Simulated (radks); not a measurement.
The numbers below are computed, except where a source is named.
Question: Radial electron density D(r) = 4 pi r^2 rho(r) of an atom or ion with 20 electrons. Level of theory: scalar-relativistic Kohn-Sham, LDA (Slater exchange, Perdew-Wang correlation), spin-polarised, spherical densities, finite nucleus; Fermi nuclear charge, rms radius of each element as measured or else 0.836 A^(1/3) + 0.57 fm (a radial shooting solver on a logarithmic mesh with Libxc functionals).

| r (bohr) | D(r) (e/bohr) | spin D(r) |
|---|---|---|
| 0.006075 | 2.335 | 0.00122 |
| 0.007975 | 3.691 | 0.00191 |
| 0.01038 | 5.623 | 0.00290 |
| 0.01363 | 8.403 | 0.00428 |
| 0.01775 | 11.92 | 0.00594 |
| 0.0233 | 16.21 | 0.00777 |
| 0.03033 | 20.42 | 0.00912 |
| 0.03982 | 23.74 | 0.00914 |
| 0.05226 | 24.78 | 0.00676 |
| 0.06805 | 23.12 | 0.00207 |
| 0.08932 | 19.94 | -0.00278 |
| 0.1163 | 18.34 | -0.00208 |
| 0.1527 | 20.55 | 0.0100 |
| 0.1988 | 24.84 | 0.0320 |
| 0.2609 | 25.89 | 0.0580 |
| 0.3398 | 20.22 | 0.0928 |
| 0.446 | 11.42 | 0.180 |
| 0.5807 | 7.101 | 0.346 |
| 0.7622 | 8.087 | 0.529 |
| 0.9925 | 8.833 | 0.582 |
| 1.303 | 6.299 | 0.514 |
| 1.696 | 3.008 | 0.493 |
| 2.227 | 1.170 | 0.551 |
| 2.899 | 0.6087 | 0.522 |
| 3.806 | 0.3268 | 0.321 |
| 4.955 | 0.1119 | 0.112 |
| 6.505 | 0.01744 | 0.0174 |
| 8.47 | 0.001149 | 0.00115 |

What is the nuclear charge?

Answer: Z = 21. The innermost maximum, from 1s, lies near gamma/Z bohr with gamma = sqrt(1 - (Z/c)^2) = 0.988, here 0.0471 bohr (found: 0.0506), and its height grows with Z. The density is that of the scandium ion Sc+ in [Ar] 3d1 4s1; the configuration itself is not fixed sharply by these data, and Z only to about a unit. D(r) has 3 maxima, at r = 0.0506, 0.239, 0.931 bohr, and minima at 0.115, 0.614 bohr, inside which lie 2.14, 10.41 electrons.
